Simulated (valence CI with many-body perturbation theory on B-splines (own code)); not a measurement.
**Tc XXI: magnetic and hyperfine properties of the levels**

Calculated by configuration interaction combined with many-body perturbation theory (CI+MBPT): five valence electrons over a frozen Dirac-Fock core [Ar], radial functions for each j: 7 s, 7 p, 8 d, 6 f, 4 g, 1 h, with the one-electron correlation potential Σ1, the two-electron term Σ2, the three-electron term Σ3, Breit, model QED; selected CI, second order for the rest, scaled by the run's own slope (own B-spline code, finite nucleus).

No measured spectrum was set against this ion. As an estimate, terms of the open shell hold to 2 to 4 % of their energy, and close levels can change places. Only levels of the ground parity were solved; by the run's estimate the other parity begins above the list, which can be wrong where configurations are misplaced.

A/g_I is the dipole constant over the nuclear g factor μ/I (μ in nuclear magnetons, uniformly magnetised nucleus), B/Q the quadrupole constant per barn. Both hold the static response of the core; the bare values leave it out. Large factors of s and p1/2 electrons are usually good to 5 to 10 %; those of open d and f shells near neutrality can be off by tens of per cent, and small factors of p3/2, d and f electrons come from cancelling terms and can be off by a factor of two or in sign, in half-filled shells by more. B is blank for J = 1/2, where it vanishes, and for nearly pure S terms. Energies count from the lowest level.

Names give the largest LS component (configuration and term), which can be under half, so a name can repeat, a term be missing and a line seem to break the LS rules; names also repeat where a configuration has a term twice. Letters in brackets count levels of one name in rising energy.

```
         Level  E (cm⁻¹)      g  A/g_I (MHz)  A/g_I bare  B/Q (MHz/b)  B/Q bare
    3d5 6S_5/2         0  1.964         -495         209                       
3d5 4G_5/2 [a]     86172  1.019         5550        5610         6650      6810
    3d5 4G_7/2    100280  1.043         5980        6050         4450      4570
   3d5 4G_11/2    101920  1.244         6020        6230        -99.9      -101
3d5 4G_5/2 [b]    104460  1.066         4970        5060         2970      3040
    3d5 4P_3/2    104810  1.443         5100        5440         5410      5550
    3d5 4G_9/2    105450  1.168         5710        5860         3320      3410
    3d5 4P_1/2    114330  1.972        -2560       -1840                       
    3d5 4D_7/2    126310  1.349         3850        4130         2350      2400
    3d5 4D_5/2    135520  1.326         5260        5530        -1320     -1360
    3d5 4D_1/2    139860  0.661        12700       12500                       
    3d5 4D_3/2    143680  1.361         5960        6240        -2550     -2610
   3d5 2I_11/2    146160  0.970         7140        7160          805       826
   3d5 2I_13/2    156080  1.074         7010        7100        -26.0     -23.1
3d5 2F_7/2 [a]    158790  1.127         7050        7170        -6670     -6840
3d5 2D_3/2 [a]    160750  0.685        10400       10300         -844      -862
3d5 2F_5/2 [a]    162770  1.095         5260        5370         1880      1930
3d5 2G_9/2 [a]    163020  1.176         5650        5810        -28.6     -40.1
    3d5 4F_5/2    178910  1.039         6650        6720        -6850     -7020
    3d5 2H_9/2    184550  1.086         6530        6620         1450      1490
3d5 2F_7/2 [b]    190310  1.105         6640        6750         21.9      20.5
    3d5 4F_3/2    194690  0.625        10800       10600        -1290     -1310
3d5 2G_7/2 [a]    197320  1.022         7520        7570        -5250     -5390
3d5 2F_5/2 [b]    202010  0.964         5870        5880         3440      3540
   3d5 2H_11/2    208350  1.064         6860        6940         -762      -776
3d5 2F_7/2 [c]    213900  1.146         6580        6710         -730      -742
3d5 2G_9/2 [b]    214960  1.085         6370        6460         -216      -225
    3d5 2S_1/2    223030  1.971        -1170        -465                       
3d5 2D_5/2 [a]    225510  1.044         6370        6440        -2080     -2120
3d5 2D_3/2 [b]    248390  0.810         8310        8220        -3130     -3210
3d5 2D_5/2 [b]    260790  1.149         5630        5770        -2050     -2100
3d5 2G_9/2 [c]    276600  1.109         6270        6380        -4510     -4620
3d5 2G_7/2 [b]    282230  0.904         8300        8270         5780      5940
    3d5 2P_3/2    324820  1.257         5950        6160        -6260     -6430
    3d5 2P_1/2    335620  0.722          674         545                       
3d5 2D_5/2 [c]    361970  1.196         4910        5080        -2830     -2900
3d5 2D_3/2 [c]    369900  0.866        11000       10900         8650      8870
```

(1) Take the isotope of mass number 99, with I = 9/2, μ = 5.678 μN and Q = -0.129 b. What is the hyperfine structure of 3d5 4G_5/2 [b]?

Answers

(1) From the table A = 6270 MHz, B = -383 MHz. Shifts from the centre of gravity in MHz: F = 2: -86400, F = 3: -67500, F = 4: -42300, F = 5: -10900, F = 6: 26700, F = 7: 70400.
